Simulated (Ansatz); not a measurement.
Calculated with Ansatz (gas phase, PBE0-D4/def2-TZVP geometries, no zero-point term in ΔE). CCSD(T)/CBS is the MP2 limit (def2-TZVPP, def2-QZVPP) plus CCSD(T) − MP2 in def2-TZVPP, frozen cores. This one scheme is used for every species. Functionals use def2-TZVPP. HSE06 is defined as in plane-wave codes. def2 core potentials past Kr. For Ga, Sb outer-core shells are correlated without core-valence functions, which leaves a few kJ/mol of doubt a bond. Scalar relativity is left out up to krypton. One conformer a species, not always the lowest.

Reaction (formal exchange of groups at a Ga–S bond): `[SH][GaH2]` + `[CH3][SbH][OH]` → `[CH3][Sb]([OH])[GaH2]` + H₂S

```tsv
level	ΔE (eV)
HSE06-D4	0.54
ωB97M-V	0.59
PBE	0.54
BHLYP	0.63
LC-ωPBE	0.63
HF/def2-SVP	0.66
HF/def2-TZVPP	0.69
CCSD/CBS(def2)	0.58
```

Problem. What does CCSD(T)/CBS give? (Estimate.)

Solution. Computed: +0.57 eV. The listed levels differ from it by -0.03, 0.02, -0.03, 0.06, 0.06, 0.09, 0.12, 0.01 eV.

Largest T1 diagnostic among the species: 0.014.

In def2-TZVPP, CCSD(T) changes the Hartree–Fock value by −0.09 eV (the triples alone add −0.01 eV) and MP2 by −0.10 eV. At CCSD(T), def2-SVP lies +0.05 eV from the extrapolated value and def2-TZVPP +0.03 eV.
